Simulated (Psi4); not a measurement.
trisilane (H8Si3), singlet, at a GFN2-xTB geometry. Base run: BLYP/3-21G (Psi4).

The Psi4 input:
```
memory 2 GB

molecule {
0 1
Si    1.84434748    0.77811444   -0.03231500
Si    0.16416537   -0.81270586   -0.09228709
Si   -1.99843538   -0.01529745    0.11893695
H     3.19901703    0.23312390   -0.14758428
H     1.70184530    1.75355602   -1.11706786
H     1.81606434    1.54371778    1.21735150
H     0.41379658   -1.82450880    0.94977864
H     0.27643206   -1.59248980   -1.33779706
H    -2.32028977    0.95246609   -0.93389650
H    -2.19373438    0.68155636    1.39358787
H    -3.03421581   -1.04897755    0.05493974
}

set {
  basis 3-21g
}

energy('blyp')
print_variables()
```

Each row names what was changed in the base input (with any setting that the change needs).

```json
[
 {"change": "base", "ΔE vs base (mEh)": "0.000", "SCF cycles": "7", "grid points": "236500", "basis functions": "55"},
 {"change": "dft_spherical_points = 974", "ΔE vs base (mEh)": "-0.005", "SCF cycles": "7", "grid points": "761863", "basis functions": "55"},
 {"change": "level_shift = 1.0", "ΔE vs base (mEh)": "0.000", "SCF cycles": "7", "grid points": "236500", "basis functions": "55"},
 {"change": "dft_radial_scheme = multiexp", "ΔE vs base (mEh)": "0.000", "SCF cycles": "7", "grid points": "247847", "basis functions": "55"},
 {"change": "dft_radial_scheme = becke", "ΔE vs base (mEh)": "0.002", "SCF cycles": "7", "grid points": "210338", "basis functions": "55"},
 {"change": "guess = huckel", "ΔE vs base (mEh)": "0.000", "SCF cycles": "8", "grid points": "236500", "basis functions": "55"},
 {"change": "scf_type = pk", "ΔE vs base (mEh)": "0.294", "SCF cycles": "7", "grid points": "236500", "basis functions": "55"},
 {"change": "scf_type = out_of_core", "ΔE vs base (mEh)": "0.294", "SCF cycles": "7", "grid points": "236500", "basis functions": "55"},
 {"change": "scf_type = dfdirj+link", "ΔE vs base (mEh)": "0.035", "SCF cycles": "7", "grid points": "236500", "basis functions": "55"},
 {"change": "dft_nuclear_scheme = stratmann", "ΔE vs base (mEh)": "-0.009", "SCF cycles": "7", "grid points": "220505", "basis functions": "55"},
 {"change": "damping_percentage = 50", "ΔE vs base (mEh)": "-0.025", "SCF cycles": "48", "grid points": "236500", "basis functions": "55"},
 {"change": "level_shift = 0.3", "ΔE vs base (mEh)": "0.000", "SCF cycles": "7", "grid points": "236500", "basis functions": "55"},
 {"change": "df_basis_scf = cc-pvqz-jkfit", "ΔE vs base (mEh)": "0.153", "SCF cycles": "7", "grid points": "236500", "basis functions": "55"}
]
```
